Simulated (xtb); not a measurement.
Co(NH3)6 (CoH₁₈N₆), SMILES [NH3]->[Co+3](<-[NH3])(<-[NH3])(<-[NH3])(<-[NH3])<-[NH3], charge +3, multiplicity 1. All values are semi-empirical tight-binding results from xtb (GFN2-xTB unless named), good for trends rather than for accurate numbers. Geometry: GFN2-xTB. The spin state was assumed, not searched. The isomer is the one that the SMILES or the coordinates give; other isomers of the formula were not compared.

A frequency run showed that this geometry is not a minimum.

For metal compounds this method's bond lengths and energies can be far off.

```yaml
point_group_as_xtb_finds_it: C2
orbital_gap: 2.18 eV
```
